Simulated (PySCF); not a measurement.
## Radial density of Al (aluminium, neutral)

UHF, [Ne] 3s2 4s1, 2S determinant (an excited configuration). All numbers are calculated (PySCF 2.14, scalar relativity by spin-free X2C-1e, in aug-cc-pVDZ-DK).

```tsv
r (bohr)	4πr²ρ (e/bohr)	4πr²(ρα − ρβ)
0.00179	0.06176	0.0000
0.00301	0.1662	0.0000
0.00506	0.4294	0.0001
0.00851	1.082	0.0002
0.0143	2.584	0.0006
0.0241	5.604	0.0012
0.0405	10.28	0.0021
0.0681	14.29	0.0024
0.115	13.00	0.0008
0.193	8.647	0.0002
0.324	10.92	0.0064
0.545	11.95	0.0059
0.917	4.439	0.0026
1.54	1.123	0.0407
2.59	0.8043	0.0101
4.36	0.1852	0.0707
7.34	0.1978	0.1968
12.3	0.007738	0.0077
```

Densities and radii are taken from the X2C orbitals without a picture-change correction, which distorts them close to the nucleus.

The outer electron is Rydberg-like, and this basis confines it to a smaller radius and binds it less than a complete one would.
